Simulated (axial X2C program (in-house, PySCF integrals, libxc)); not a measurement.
**Excited states of AuBr by EOM-EE-CCSD**

Calculated with an in-house all-electron X2C program for linear molecules (integrals from PySCF): two-component X2C with atomic mean-field Coulomb and Gaunt terms, Gaussian nuclei, basis Au dyall-acv3z, Br dyall-acv3z with contracted cores.

R = 2.340 Å (near the PBE0 minimum at charge 0 of the determinant lowest at the starting distance; the state shown can have its own minimum elsewhere).

Hartree–Fock spinors of AuBr (one of each Kramers pair; a window near the gap, which can cut inner shells):

```
  ω  occupied  ε (eV)                     character
1/2       yes  -14.06            72% Au d, 24% Br p
3/2       yes  -13.59             91% Au d, 8% Br p
5/2       yes  -13.01                     100% Au d
1/2       yes  -10.65  51% Br p, 22% Au d, 22% Au s
1/2       yes  -10.38   80% Br p, 11% Au d, 4% Au p
3/2       yes   -9.97   79% Br p, 13% Au d, 4% Au p
1/2        no   -0.77   53% Au s, 30% Au p, 8% Br p
1/2        no    0.36                      98% Au p
3/2        no    0.36                      98% Au p
1/2        no    0.37             94% Au p, 4% Au s
1/2        no    1.01   81% Au s, 11% Au p, 3% Br p
1/2        no    1.46   81% Au p, 11% Au d, 4% Br d
```

Vertical excitation energies from the closed-shell determinant state of AuBr:

```csv
Ω,excitation (eV),cm⁻¹,hole of the leading pair,particle of the leading pair,weight of the pair (for Ω = 0 its time-reversed partner can hold as much again),singles weight
2,2.179,17573,"48% Br pπ, 42% Au dπ","49% Au sσ, 24% Au pσ, 13% Br pσ",0.94,0.94
1,2.280,18386,"49% Br pπ, 40% Au dπ","49% Au sσ, 24% Au pσ, 13% Br pσ",0.65,0.94
0⁻,2.399,19347,"29% Au dσ, 26% Au dπ, 22% Br pπ","48% Au sσ, 25% Au pσ, 13% Br pσ",0.47,0.95
1,2.587,20869,"46% Au dσ, 20% Br pσ, 16% Au sσ","48% Au sσ, 26% Au pσ, 12% Br pσ",0.73,0.95
0⁺,2.588,20871,"47% Br pπ, 37% Au dπ, 7% Au dσ","49% Au sσ, 24% Au pσ, 13% Br pσ",0.47,0.94
0⁻,2.910,23472,"34% Br pπ, 20% Br pσ, 20% Au dσ","49% Au sσ, 23% Au pσ, 13% Br pσ",0.47,0.95
1,3.066,24727,"50% Br pπ, 16% Au dπ, 13% Br pσ","49% Au sσ, 23% Au pσ, 13% Br pσ",0.87,0.94
3,3.413,27528,100% Au dδ,"48% Au sσ, 27% Au pσ, 12% Br pσ",0.95,0.95
0⁺,3.426,27632,"43% Au dσ, 22% Br pσ, 16% Au sσ","47% Au sσ, 27% Au pσ, 11% Br pσ",0.47,0.94
```

This point took 92 s on 1 thread of Intel(R) Xeon(R) Platinum 8259CL CPU @ 2.50GHz (Skylake/Cascade Lake) (shared host).

Reference electrons by ω block (each with its −ω partner): 1/2: 33, 3/2: 17, 5/2: 6, 7/2: 1. 18 electrons of AuBr correlated (inner shells frozen), 84 natural virtual spinors (a truncated set); levels can be off by some tenths of an eV. Roots sought by Ω: (0: 5, 1: 4, 2: 3, 3: 1); rows need 60 % singles weight and stop where some Ω has no more roots. Missing are any skipped roots, higher Ω and states of a further excitation; these come out far too high here and may in truth be low or lowest. T1 of the reference 0.029 (Lee–Taylor). Number of frozen shells: Au 5 s, 4 p, 2 d, 1 f; Br 3 s, 2 p, 1 d. Large amplitudes in the reference (orbital relaxation or multireference character) lower the reliability.
